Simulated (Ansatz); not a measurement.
Frontier orbitals of `[OH][Zn][F]`.

Charge 0, multiplicity 1. Correlated methods include outer-core shells of Zn, which these sets cover unevenly. Scalar relativity is left out up to krypton. The geometry is a stationary point of PBE0-D4/def2-TZVP. It is one conformer, not always the lowest. Basis def2-TZVPP, Ansatz.

```
functional  HOMO (eV)  LUMO (eV)
       PBE      -7.13      -2.40
```

Task: Give HOMO and LUMO (eV) with LDA (SPW92), revPBE, BLYP, r2SCAN, B97M-V, PBE0, B3LYP, r2SCANh, r2SCAN0, HSE06 (plane-wave form), BHLYP, CAM-B3LYP, LC-ωPBE, ωB97X-V, ωB97M-V, HF. (Best estimate.)

Result: Computed: 
| functional | HOMO | LUMO |
| --- | --- | --- |
| LDA (SPW92) | -7.40 | -2.67 |
| revPBE | -7.03 | -2.29 |
| BLYP | -7.07 | -2.44 |
| r2SCAN | -7.46 | -2.07 |
| B97M-V | -7.52 | -2.31 |
| PBE0 | -8.80 | -1.45 |
| B3LYP | -8.56 | -1.85 |
| r2SCANh | -8.10 | -1.73 |
| r2SCAN0 | -9.06 | -1.25 |
| HSE06 (plane-wave form) | -8.38 | -1.82 |
| BHLYP | -10.44 | -0.75 |
| CAM-B3LYP | -10.36 | -0.62 |
| LC-ωPBE | -11.70 | 0.74 |
| ωB97X-V | -11.33 | 0.55 |
| ωB97M-V | -11.29 | 0.23 |
| HF | -13.03 | 1.29 |

B3LYP here is the variant with VWN-RPA as its local correlation; programs differ in this. LC-ωPBE has ω = 0.4 bohr⁻¹. Positive LUMOs are unbound and depend on the basis.
